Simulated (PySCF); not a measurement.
A side-by-side comparison of computed properties.

First species: C6H8FSi (charge +1).
SMILES: `FCC1=CC=CC[SiH+]1`

Second species: 4-chloro-1-methyl-1H-imidazole, C4H5ClN2.
InChI=1S/C4H5ClN2/c1-7-2-4(5)6-3-7/h2-3H,1H3

Levels: PBE0/def2-SVPD for HOMO energy, LUMO energy, HOMO–LUMO gap, static isotropic polarisability and electronic spatial extent ⟨r²⟩ about the centre of nuclear charge; TDDFT PBE0/def2-SVPD for lowest singlet excitation; TDA PBE0/def2-SVPD for lowest triplet excitation (Tamm–Dancoff); GFN2-xTB for rotational constant A and rotational constant C. Geometries: GFN2-xTB. All species are isolated and taken at one optimised geometry, non-relativistic unless stated; the electronic structure was computed with PySCF and density fitting.

The conformers computed, where there is a choice (atom-mapped SMILES and torsion angles):
- `[F:1][CH2:2][C:3]1=[CH:4][CH:5]=[CH:6][CH2:7][SiH+:8]1`: F1–C2–C3–C4 -179°

Task: Which of the two has the higher HOMO energy, and by how much?

Result: The second: -6.64 eV against -11.83 eV, a difference of 5.19 eV.

Task: Which of the two has the higher HOMO–LUMO gap, and by how much?

Result: The second: 6.81 eV against 3.88 eV, a difference of 2.93 eV.

Task: Which of the two has the higher rotational constant A, and by how much?

Result: The second: 7.235 GHz against 3.267 GHz, a difference of 3.968 GHz.

Task: Which of the two has the higher LUMO energy, and by how much?

Result: The second: 0.17 eV against -7.95 eV, a difference of 8.12 eV.

Task: Which has the higher ⟨r²⟩?

Result: The first: 1162 bohr² against 972 bohr², a difference of 190 bohr².

Task: Which of the two has the higher S1 energy, and by how much?

Result: The second: 6.01 eV against 3.20 eV, a difference of 2.81 eV.

Task: Which of the two has the higher T1 energy, and by how much?

Result: The second: 4.33 eV against 1.92 eV, a difference of 2.41 eV.

Task: Which of the two has the higher static isotropic polarisability, and by how much?

Result: The first: 91.6 au against 73.3 au, a difference of 18.3 au.

On the first: 1 of the 8 computed singlets lies in the visible range (750 to 380 nm, 1.65 to 3.26 eV), with an oscillator strength of 0.090. The polarisability is 13.57 Å³ as a volume (1 au = 0.148185 Å³), or 1.39 au for each of the 66 electrons.

On the second: In wavenumbers S1 is 48500 cm⁻¹ (1 eV = 8065.54 cm⁻¹). No computed singlet falls in the visible range (750 to 380 nm, 1.65 to 3.26 eV); S1 lies 2.75 eV above its blue end.
